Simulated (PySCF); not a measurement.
A ladder of Hamiltonians for Tb⁴⁷⁺ (terbium, charge +47)

Occupied: 1s1/2, 2s1/2, 2p1/2, 2p3/2, 3s1/2, 3p1/2, 3p3/2. Hartree-Fock calculated with PySCF 2.14 in an uncontracted even-tempered set (20 s from 5.1 bohr⁻², ratio 2.3; 16 p from 6.1 bohr⁻², ratio 2.3), Gaussian nucleus throughout. NR is non-relativistic, sf-X2C the spin-free one-electron X2C Hamiltonian, X2C adds the bare one-electron spin-orbit term, X2C-SNSO screens it by Boettger's factors, DC is four-component Dirac-Coulomb, and the Gaunt and Breit terms are added at first order (total energies over the DC spinors, levels after relaxing the spinors in that mean field). QED terms are absent. Levels marked empty are virtual spinors of this ion; the basis has s and p functions only, so 3d, which can lie below the n = 4 levels, is absent.

| level (eV) | NR | sf-X2C | X2C | X2C-SNSO |
| --- | --- | --- | --- | --- |
| 1s1/2 | -52107.9 | -55301.4 | -55291.3 | -55291.9 |
| 2s1/2 | -10862.0 | -11734.3 | -11731.4 | -11731.5 |
| 2p1/2 | -10495.6 | -10766.6 | -11322.4 | -11303.0 |
| 2p3/2 | -10495.6 | -10766.6 | -10531.4 | -10538.4 |
| 3s1/2 | -4254.1 | -4510.5 | -4509.6 | -4509.7 |
| 3p1/2 | -4098.9 | -4200.5 | -4338.4 | -4333.7 |
| 3p3/2 | -4098.9 | -4200.5 | -4141.3 | -4143.0 |
| 4s1/2 (empty) | -2172.5 | -2272.4 | -2272.2 | -2272.2 |
| 4p1/2 (empty) | -2112.8 | -2156.9 | -2207.0 | -2205.2 |
| 4p3/2 (empty) | -2112.8 | -2156.9 | -2135.3 | -2136.0 |

Where do the four-component calculations put these levels?

1s1/2: DC -55350.1, DC+Gaunt -55186.4, DC+Breit -55198.6; 2s1/2: DC -11739.1, DC+Gaunt -11721.6, DC+Breit -11722.9; 2p1/2: DC -11306.6, DC+Gaunt -11277.9, DC+Breit -11280.8; 2p3/2: DC -10544.4, DC+Gaunt -10524.5, DC+Breit -10527.4; 3s1/2: DC -4511.5, DC+Gaunt -4507.4, DC+Breit -4507.8; 3p1/2: DC -4334.6, DC+Gaunt -4327.7, DC+Breit -4328.5; 3p3/2: DC -4144.3, DC+Gaunt -4139.5, DC+Breit -4140.4; 4s1/2 (empty): DC -2272.9, DC+Gaunt -2271.3, DC+Breit -2271.5; 4p1/2 (empty): DC -2205.6, DC+Gaunt -2203.0, DC+Breit -2203.4; 4p3/2 (empty): DC -2136.4, DC+Gaunt -2134.6, DC+Breit -2135.0 (eV).

| Hamiltonian | E (hartree) | E − E(DC) (hartree) | CPU seconds |
| --- | --- | --- | --- |
| NR | -9214.8105 | 475.1751 | 0.44 |
| sf-X2C | -9678.3488 | 11.6369 | 0.32 |
| X2C | -9686.8129 | 3.1727 | 0.33 |
| X2C-SNSO | -9686.2712 | 3.7144 | 0.33 |
| DC | -9689.9856 | 0.0000 | 18 |
| DC+Gaunt | -9679.1268 | 10.8588 | 31 |
| DC+Breit | -9680.1852 | 9.8004 | 95 |

Weight of the small component: 1s1/2 0.0588, 2s1/2 0.0133, 2p1/2 0.0133, 2p3/2 0.0123, 3s1/2 0.00493, 3p1/2 0.00484, 3p3/2 0.00461, 4s1/2 0.00236, 4p1/2 0.00233, 4p3/2 0.00224.

Koopmans' value for the highest occupied level at DC+Breit: 4140.4 eV, against an ionisation energy of 4139 ± 4 eV (theoretical estimate listed by NIST; NIST Atomic Spectra Database, ionization energies); the former lacks relaxation, correlation, QED and recoil.

The whole ladder took 150 s of wall time on 1 thread of Intel(R) Xeon(R) Platinum 8488C (shared host), launched as `OMP_NUM_THREADS=1 python relrun2.py TASK.json OUT` (a driver that calls PySCF for each Hamiltonian).
